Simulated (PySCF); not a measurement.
Computed shifts of a molecule C₃H₂F₄, HF/pcSseg-1 (PySCF), GIAO, gas phase, atoms alike by connectivity averaged where their shifts nearly agree, in ppm (number of nuclei): ¹⁹F: -51.3 (3), -101.6 (1). ¹³C: 168.0 (1), 114.9 (1), 112.3 (1). ¹H: 7.77 (1), 6.18 (1). References: ¹⁹F against CFCl3 (σ = 238.5 ppm); ¹³C against TMS (σ = 192.6 ppm); ¹H against TMS (σ = 31.99 ppm), references at their B3LYP-D3(BJ)/def2-TZVP geometries, non-relativistic. The structure is a stationary point at B3LYP-D3(BJ)/def2-SVP. Other conformers were not sampled.

Q: Which molecule gave these data?
(A) C=C(F)C(F)(F)F
(B) FC1(F)CC1(F)F
(C) F/C=C/C(F)(F)F
(D) F/C=C(/F)C(F)F

A: C, F/C=C/C(F)(F)F
